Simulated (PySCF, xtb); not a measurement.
Al(Me)(F)2 cation (CH3AlF2), SMILES [CH3][Al]([F])[F] (connectivity only; charge and spin as stated), charge +1, multiplicity 2.

Harmonic wavenumbers (cm⁻¹) from GFN2-xTB (xtb 6.7.1) at its own minimum, in rising order: 11, 72, 165, 243, 416, 484, 486, 706, 931, 1057, 1215, 1235, 2857, 2895, 2904.

Question: What does PBE-D3(BJ)/def2-SVP in PySCF give at its own minimum? (The exact figures need the calculation; the answer reports its results.)

Answer: 33, 99, 186, 190, 232, 296, 359, 731, 1004, 1047, 1297, 1318, 2938, 3116, 3157. Paired by order, the mean absolute difference is 97 cm⁻¹ and the zero-point energies are 22.4 and 22.9 kcal/mol.
